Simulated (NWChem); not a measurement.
Species: CHBrF₂; SMILES FC(F)Br

Results from NWChem. This build's default masses of Se (78.918 u) and Br (79.917 u) are each other's, which moves their modes by up to 0.6 %. Each level has its own optimisation; frequencies are unscaled.

For level PBE0/def2-SVP:

```yaml
r C–F (Å): 1.327
highest harmonic frequency (cm⁻¹): 3150
lowest (cm⁻¹): 319
zero-point energy (kcal/mol): 14.6
dipole (D): 1.39
```

**Question.** What are these values for level Hartree-Fock/STO-3G?

**Answer.** 
| Quantity | Value |
|---|---|
| r C–F (Å) | 1.371 |
| highest harmonic frequency (cm⁻¹) | 3524 |
| lowest (cm⁻¹) | 336 |
| zero-point energy (kcal/mol) | 16.3 |
| dipole (D) | 1.27 |
